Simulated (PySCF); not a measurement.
Mo(O)2(Me)2 (C2H6MoO2), SMILES [CH3][Mo]([CH3])(=[O])=[O], multiplicity 1. Heavy atoms are numbered as in [Mo:1](=[O:2])(=[O:3])([CH3:4])[CH3:8]. Hydrogens are named by the atom that carries them.

The structure is a stationary point at B3LYP-D3(BJ)/def2-SVP. The multiplicity is an assumed one; no other spin state was optimised. The structure was generated by enumeration; whether it is a known compound was not checked. The def2 effective core potentials stand for the cores of Mo; spin–orbit coupling is left out.

These are B3LYP/def2-TZVP (PySCF) values and carry that method's errors.

ESP charges are fitted to the potential on shells at 1.4 to 2.0 van der Waals radii. Atomic charges (e), one atom of each kind:

| atom | Mulliken | ESP fit | Löwdin |
|---|---|---|---|
| Mo1 | 1.52 | 1.38 | ? |
| O2 | -0.57 | -0.50 | ? |
| C4 (CH3) | -0.63 | -0.77 | ? |
| H on C4 | 0.14 | 0.19 | ? |

Task: Fill in the missing entries. (An estimate is asked for; the answer gives what the named calculation found.)

Result: 
- Mo1, Löwdin: 0.75
- O2, Löwdin: -0.27
- C4 (CH3), Löwdin: -0.49
- H on C4, Löwdin: 0.13
